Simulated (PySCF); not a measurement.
## `[C@H]1(C#N)CO[Si@@H](C)O1`, C4H7NO2Si

Geometry:
```
atom   x (Å)   y (Å)   z (Å)
  C1  -2.137   0.867   0.699
 Si2  -1.065  -0.013  -0.575
  O3  -0.341  -1.341   0.074
  C4   1.024  -1.373  -0.185
  C5   1.467   0.073  -0.551
  C6   2.058   0.714   0.611
  N7   2.491   1.210   1.544
  O8   0.333   0.775  -0.965
  H9  -1.582   1.135   1.595
 H10  -2.550   1.775   0.275
 H11  -2.968   0.236   0.994
 H12  -1.710  -0.334  -1.844
 H13   1.222  -2.042  -1.029
 H14   1.551  -1.741   0.699
 H15   2.204   0.068  -1.365
```

Computed with TDDFT LC-wPBE/aug-cc-pVDZ circular dichroism and optical rotation, one conformer, gas phase in PySCF 2.14.0. Geometry: GFN2-xTB.

Stereocentres: Si2 R, C5 S.

(1) Give the optical rotatory dispersion at 633, 589.3, 546, 436, 405, 365, 355 nm.

(2) And for the mirror image at 589.3 nm?

(3) What is the molar rotation [Φ] = [α]·M/100 of the geometry above at 589.3 nm?

Answers

(1) [α] in deg dm⁻¹ (g/mL)⁻¹:
| λ (nm) | origin-invariant length gauge | modified velocity gauge | length gauge (centre of mass) | isotropic polarisability (au) |
| --- | --- | --- | --- | --- |
| 633 | -15.2 | -12.1 | -15.4 | 77.2 |
| 589.3 | -17.8 | -14.3 | -18.0 | 77.4 |
| 546 | -21.1 | -17.0 | -21.4 | 77.7 |
| 436 | -35.8 | -29.5 | -36.3 | 78.9 |
| 405 | -43.1 | -35.8 | -43.6 | 79.5 |
| 365 | -56.6 | -47.8 | -57.3 | 80.4 |
| 355 | -61.1 | -51.8 | -61.8 | 80.7 |

(2) +17.8 deg dm⁻¹ (g/mL)⁻¹ (origin-invariant length gauge): the same size and the opposite sign.

(3) With M = 129.19 g/mol, -23.0 deg cm² dmol⁻¹ (origin-invariant length gauge).

The first excitation lies at 7.62 eV (163 nm) with R = +3.1 × 10⁻⁴⁰ esu² cm² (velocity form).
